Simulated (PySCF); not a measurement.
**From computed data to an observable: chemical shift, span and skew from a shielding tensor**

C5H7F, SMILES C/C=C/C(F)=C. Atoms are numbered in the order given.

```xyz
13

C     -0.8344    -2.2302     0.0000
C     -0.0731    -1.1242     0.0000
F      1.2691    -1.2539     0.0000
C     -0.5375     0.2501     0.0000
C      0.2807     1.3211     0.0000
C     -0.1727     2.7402     0.0000
H     -1.9212    -2.1400     0.0000
H     -0.3767    -3.2208     0.0000
H     -1.6259     0.3814     0.0000
H      1.3626     1.1394     0.0000
H      0.2156     3.2799    -0.8815
H     -1.2699     2.8235     0.0000
H      0.2156     3.2799     0.8815
```
Charge 0, spin multiplicity 1.

Coordinates come from a r2SCAN-D4/def2-SVP optimisation. One conformer was computed; it need not be the lowest.

GIAO shieldings from PBE0/pcSseg-1 (PySCF), non-relativistic, no solvent. The symmetric part of the tensor of F3 has the principal values 178.5, 292.8, 385.9 ppm. The same nucleus in CFCl3 has σ = 167.2 ppm at this level (PySCF, at its B3LYP-D3(BJ)/def2-TZVP geometry).

Q: Work out the isotropic shielding, the ¹⁹F shift against CFCl3, the span and the skew.

A: 
σ(iso) = (σ11 + σ22 + σ33)/3 = 285.7 ppm. δ = σ(ref) − σ(iso) = 167.2 − (285.7) = -118.5 ppm.
Span Ω = σ33 − σ11 = 207.4 ppm. Skew κ = 3(σ(iso) − σ22)/Ω = -0.10. Tumbling in solution averages the tensor to δ; in a static solid the shielding alone would spread this spin-1/2 line over Ω.
